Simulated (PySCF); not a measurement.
## Spinor energies of Cd²⁶⁺ (cadmium, charge +26)

Start: [Ar] 3d4; 3d3/2 filled at m_j = -3/2, -1/2, +1/2, +3/2. Calculated with PySCF 2.14 in an even-tempered Gaussian basis (16 s from 3.7 bohr⁻², ratio 2.8; 12 p from 4.8 bohr⁻², ratio 2.8; 8 d from 4.8 bohr⁻², ratio 2.8; 3 f from 17 bohr⁻², ratio 3): generalised Hartree-Fock with the X2C-1e Hamiltonian and a Gaussian nucleus; one run each with spin-orbit coupling (SO) switched off, then screened by Boettger's factors.

```csv
spinor shell,electrons,"ε, spin-free (eV)","ε, screened SO (eV)",weight of nominal j (screened SO),"rms radius, screened SO (bohr)"
1s1/2,2,-27946.7,-27943.8,1.000,0.0348
2s1/2,2,-5149.8,-5148.5,1.000,0.142
2p1/2,2,-4729.3,-4869.1,0.998,0.123
2p3/2,4,-4729.3,-4663.5,0.999,0.127
3s1/2,2,-1725.6,-1725.2,1.000,0.359
3p1/2,2,-1580.9,-1621.0,0.953,0.349
3d3/2,4,-1404.6,-1404.9,0.832,0.320
```

Problem. Where does 3p3/2 lie, and what is the 3p spin-orbit splitting (screened SO)?

Solution. At -1561.8 eV, 59.280 eV above 3p1/2.

```csv
quantity,spin-free,screened SO
E (hartree),-5172.64549,-5174.08208
M_J,0,0
⟨J²⟩,4.002,1.354
⟨L²⟩,6.001,4.240
⟨S²⟩,6.000,4.239
```

The determinant has a definite M_J but mixes levels of different J.

Each row is a mean over spinors that exchange with the open shell spreads, by up to 17.558 eV (3s1/2).

Rows whose weight is well below 1 are mixtures of j = l ± 1/2: exchange outweighs spin-orbit coupling there, and the label is only the starting occupation.

Breit and QED terms are absent; they matter most for the inner s and p1/2 levels.

Densities and radii are taken from the X2C orbitals without a picture-change correction, which distorts them close to the nucleus.

Without spin-orbit coupling the j labels of p, d and f shells carry no meaning; the spin-free column gives the mean over the occupied spinors of each nl shell, and its ⟨J²⟩ belongs to a mixture of degenerate components.
